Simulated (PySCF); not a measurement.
Potential energy of SnBr along the bond

Set-up: basis Sn def2-TZVPP with ECP28, Br def2-TZVPP; scalar-relativistic core potentials; PySCF 2.14. Energies in eV from Sn + Br in their ground configurations at the same level. State: ²Π (doublet), unpaired electrons π ↑.

All columns are BLYP. A positive dipole means Sn(−)Br(+).

| R (Å) | E (eV) | μ (D) | Mulliken charge on Sn (basis-dependent) | HOMO (eV) | LUMO (eV) | Mayer bond order | ⟨S²⟩ |
| --- | --- | --- | --- | --- | --- | --- | --- |
| 2.171 | -2.311 | -0.33 | 0.20 | -3.28 | -3.27 | 1.26 | 0.75 |
| 2.272 | -2.958 | -0.90 | 0.25 | -3.42 | -3.42 | 1.20 | 0.75 |
| 2.373 | -3.330 | -1.48 | 0.29 | -3.57 | -3.56 | 1.16 | 0.75 |
| 2.449 | -3.479 | -1.90 | 0.32 | -3.68 | -3.67 | 1.13 | 0.75 |
| 2.525 | -3.548 | -2.32 | 0.33 | -3.78 | -3.77 | 1.11 | 0.75 |
| 2.601 | -3.556 | -2.74 | 0.35 | -3.88 | -3.87 | 1.09 | 0.75 |
| 2.702 | -3.499 | -3.27 | 0.37 | -4.02 | -4.01 | 1.07 | 0.75 |
| 2.828 | -3.354 | -3.91 | 0.38 | -4.17 | -4.16 | 1.04 | 0.75 |
| 2.979 | -3.119 | -4.63 | 0.40 | -4.35 | -4.33 | 1.01 | 0.75 |
| 3.182 | -2.767 | -5.51 | 0.42 | -4.55 | -4.54 | 0.98 | 0.75 |

A fit through these points gives, at Re = 2.574 Å, μ = -2.59 D and dμ/dR = -5.43 D/Å; the reduced mass is 47.59 u.

Q: How strong is the fundamental in the double-harmonic approximation, I = 42.26·(dμ/dR)²/μred km/mol?

A: I = 42.26·(-5.43)²/47.59 = 26.2 km/mol at BLYP.

These are scalar-relativistic numbers at best; spin–orbit coupling would shift them, the dissociation energy most. The state is the lowest determinant that a PBE0 search found; another state may lie lower at other levels.
